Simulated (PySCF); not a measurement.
**Molecular orbitals of BeS**

PBEsol at R = 1.763 Å; Be ANO-RCC-VDZP, S ANO-RCC-VDZP; spin-free X2C with a Gaussian nucleus (PySCF 2.14). State: ¹Σ⁺ (singlet), closed shell. Only the outer orbitals are listed, counted within each symmetry.

```json
{"orbital": "5σ", "occ.": "2", "ε (eV)": "-15.96", "on Be (%)": "20", "main shells (%)": "79 S s, 10 Be s, 9 Be p"}
{"orbital": "6σ", "occ.": "2", "ε (eV)": "-7.50", "on Be (%)": "32", "main shells (%)": "61 S p, 30 Be s"}
{"orbital": "2π", "occ.": "2", "ε (eV)": "-5.76", "on Be (%)": "23", "main shells (%)": "77 S p, 21 Be p"}
{"orbital": "2π", "occ.": "2", "ε (eV)": "-5.76", "on Be (%)": "23", "main shells (%)": "77 S p, 21 Be p"}
{"orbital": "7σ", "occ.": "0", "ε (eV)": "-4.70", "on Be (%)": "87", "main shells (%)": "45 Be p, 42 Be s, 10 S p"}
{"orbital": "3π", "occ.": "0", "ε (eV)": "-1.14", "on Be (%)": "79", "main shells (%)": "77 Be p, 17 S p"}
{"orbital": "3π", "occ.": "0", "ε (eV)": "-1.14", "on Be (%)": "79", "main shells (%)": "77 Be p, 17 S p"}
```

**Question.** Which are the highest filled and the lowest empty level, where do they sit, and how wide is the gap?

**Answer.** Highest filled 2π at -5.76 eV (in %: 77 S p, 21 Be p); lowest empty 7σ at -4.70 eV (in %: 45 Be p, 42 Be s, 10 S p); the gap at PBEsol is 1.06 eV.

```
bond order (Mayer)                              : 2.56
⟨S²⟩                                            : 0.000
charge on Be (Mulliken, basis-dependent)        : 0.04
charge on Be (Löwdin, basis-dependent)          : -0.42
dipole moment (positive dipole means Be(−)S(+)) : -4.76 D
```
